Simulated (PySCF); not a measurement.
Structure from 2D NMR

Compound of formula C$_{4}$H$_{8}$ClFSi. Correlations simulated from computed shifts and the bond graph:

HSQC (one-bond C–H):
| δH | δC |
| --- | --- |
| 5.47 | 88.8 |
| 2.30 | 28.8 |

HMBC (two and three bonds, from the bond graph):
| δH | δC |
| --- | --- |
| 5.47 | 147.7, 136.0 |
| 4.31 | 147.7, 136.0, 88.8 |
| 2.30 | 147.7, 136.0 |

Carbons without hydrogens: δ 147.7, 136.0.

Calculated, not measured (PySCF 2.14): GIAO PBE0/pcSseg-1 shieldings, GFN2-xTB structure. Non-relativistic Hamiltonian, one averaged value for each set of equivalent atoms, a single conformation, no solvent model.

Scale: $^{1}$H, $^{13}$C vs TMS (reference shieldings calculated alike).

Exchangeable hydrogens are left out of these lists.

Assemble the structure.

Results:

SMILES C/C(Cl)=C(\[SiH3])CF.

Atoms are numbered as in `[CH3:1]/[C:2]([Cl:3])=[C:4](\[SiH3:5])[CH2:6][F:7]`; H(Xn) means a hydrogen on atom n.

δC 147.7 is C2, a fully substituted alkene carbon. δC 136.0 is C4, a fully substituted alkene carbon. δC 88.8 is C6, an allylic sp3 CH2 bonded to F (δH 5.47). δC 28.8 is C1, an allylic methyl carbon (δH 2.30). HMBC from δH 5.47 reaches the proton-free carbons C2, C4. HMBC from δH 4.31 reaches the proton-free carbons C2, C4. HMBC from δH 2.30 reaches the proton-free carbons C2, C4.

The shifts were computed for this structure.

Carbons that carry Cl, above all several Cl atoms, come out too deshielded, partly because spin–orbit coupling is missing. Shifts are as computed. Against solution values, carbons near 30 ppm lie about +3 ppm off and those near 130 ppm about +5 ppm; carbons on Cl a further +6 ppm. Of 1309 compounds with measured shifts, 239 miss one by over three times the rms of a fit or turn the order of signals round; such compounds aren't used in these exercises.
